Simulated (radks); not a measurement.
Q: These are the eigenvalues of the occupied orbitals of an atom or ion with whole-number occupations (hartree). Calculated with a radial shooting solver on a logarithmic mesh with Libxc functionals: scalar-relativistic Kohn-Sham, LDA (Slater exchange, VWN5 correlation), spin-polarised, spherical densities, finite nucleus; Fermi nuclear charge, rms radius of each element as measured or else 0.836 A^(1/3) + 0.57 fm.

| orbital | eigenvalue |
|---|---|
| 1s up | -916.4572 |
| 1s down | -915.5635 |
| 2s up | -210.4268 |
| 2s down | -209.0423 |
| 2p up | -201.6428 |

Which element is it, and in what charge state? The configuration may be excited. Open shells, if any, are filled with parallel spins first.

A: Z = 44, ruthenium, charge +38: Ru38+ in [He] 2s2 2p2. The list shows which subshells hold electrons but not how many an open one holds; the 1s level, -916.46 hartree, gives Z - s = 42.8 by -(Z - s)^2/2, which with screening and relativity narrows Z to a few neighbours, and the depths of the outer levels then fix element, charge and occupations together.
